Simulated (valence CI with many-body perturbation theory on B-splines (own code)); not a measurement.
The numbers below are computed, except where a source is named.
## Hyperfine factors and g values of Cu16+

Method: valence CI with perturbative core correlation (CI+MBPT): three valence electrons over a frozen Dirac-Fock core [Ne], radial functions for each j: 11 s, 11 p, 10 d, 8 f, 5 g, 2 h, with the one-electron correlation potential Σ1, the two-electron term Σ2, the three-electron term Σ3, Breit, model QED; selected CI, second order for the rest, scaled by the run's own slope (own B-spline code, finite nucleus).

No measured levels were compared; by estimate levels of excited configurations hold to 0.05 to 0.15 % of their energy, terms of the ground configuration to about 0.5 %.

A/g_I is the dipole constant over the nuclear g factor μ/I (μ in nuclear magnetons, uniformly magnetised nucleus), B/Q the quadrupole constant per barn. Both hold the static response of the core; the bare values leave it out. Large factors of s and p1/2 electrons are usually good to 5 to 10 %; those of open d and f shells near neutrality can be off by tens of per cent, and small factors of p3/2, d and f electrons come from cancelling terms and can be off by a factor of two or in sign, in half-filled shells by more. B is blank for J = 1/2, where it vanishes, and for nearly pure S terms. Energies count from the lowest level.

Names give the largest LS component (configuration and term), which can be under half, so a name can repeat, a term be missing and a line seem to break the LS rules; names also repeat where a configuration has a term twice. Letters in brackets count levels of one name in rising energy.

```
             Level  E (cm⁻¹)      g  A/g_I (MHz)  A/g_I bare  B/Q (MHz/b)  B/Q bare
     3s²3p ²P°_1/2         0  0.664        38300       36500                       
     3s²3p ²P°_3/2     33251  1.333         7570        7460        13300     12800
      3s3p² ⁴P_1/2    277080  2.650        75600       72700                       
      3s3p² ⁴P_3/2    291710  1.729        32700       31600        10900     10400
      3s3p² ⁴P_5/2    307620  1.580        34300       33000       -12200    -11700
      3s3p² ²D_3/2    372270  0.810        -6460       -5930        16700     16000
      3s3p² ²D_5/2    377830  1.218        32400       30900        22800     21900
      3s3p² ²S_1/2    445090  1.510        74500       70700                       
      3s3p² ²P_1/2    480370  1.174        70800       67000                       
      3s3p² ²P_3/2    490820  1.324        -7330       -6390       -13300    -12700
      3s²3d ²D_3/2    574210  0.800         1030        1300         3780      3810
      3s²3d ²D_5/2    578280  1.199         5290        5340         5260      5310
       3p³ ²D°_3/2    707240  0.964         3420        3410         6610      6380
       3p³ ²D°_5/2    716900  1.199        14600       14200        -4060     -3850
       3p³ ⁴S°_3/2    725450  1.819        -2560       -1200        -2260     -2170
    3s3p3d ⁴F°_3/2    781020  0.416       -12800      -12000         6490      6370
    3s3p3d ⁴F°_5/2    788170  1.033        10900       10700         4990      4940
       3p³ ²P°_1/2    790490  0.664        33000       31100                       
    3s3p3d ⁴F°_7/2    798810  1.241        17200       16600         7390      7310
       3p³ ²P°_3/2    799550  1.337         4700        5040        -5450     -5230
    3s3p3d ⁴F°_9/2    814430  1.333        17700       17100        16200     15800
    3s3p3d ⁴P°_5/2    838580  1.496        20300       19800         5670      5640
    3s3p3d ⁴D°_3/2    841880  1.370        13000       12800         3520      3420
    3s3p3d ⁴D°_1/2    843660  0.264       -38800      -36700                       
    3s3p3d ⁴D°_7/2    861020  1.422        21400       20700        -8770     -8300
    3s3p3d ⁴D°_5/2    862250  1.413        21400       20800        -6130     -5950
    3s3p3d ⁴P°_1/2    862750  2.405        68600       65700                       
    3s3p3d ⁴P°_3/2    862960  1.521        25500       24700        -4290     -4250
3s3p3d ²D°_3/2 [a]    877020  0.836       -13500      -12600        -6720     -6370
3s3p3d ²D°_5/2 [a]    878440  1.233        24600       23600        -8480     -8030
3s3p3d ²F°_5/2 [a]    904110  0.879        11000       10500        12700     12500
3s3p3d ²F°_7/2 [a]    929860  1.142         1650        1920        16000     15700
3s3p3d ²P°_3/2 [a]    977740  1.264        13700       13400         3010      3010
3s3p3d ²P°_1/2 [a]    993320  0.664       -32800      -30900                       
3s3p3d ²F°_7/2 [b]    994620  1.144        18300       17600        15800     15500
3s3p3d ²F°_5/2 [b]    999100  0.864        -8310       -7600        13600     13300
3s3p3d ²P°_1/2 [b]   1019700  0.662         4930        4940                       
3s3p3d ²D°_3/2 [b]   1022000  1.000        19300       18400        -1950     -1730
3s3p3d ²D°_5/2 [b]   1026600  1.190        -4250       -3570        -9750     -9230
3s3p3d ²P°_3/2 [b]   1026600  1.196         2170        2550        -5060     -4840
```

Question: Take the isotope of mass number 63, with I = 3/2, μ = 2.2259 μN and Q = -0.22 b. What is the hyperfine structure of 3s3p² ⁴P_5/2?

Answer: From the table A = 50900 MHz, B = 2680 MHz. Shifts from the centre of gravity in MHz: F = 1: -265000, F = 2: -166000, F = 3: -14200, F = 4: 192000.
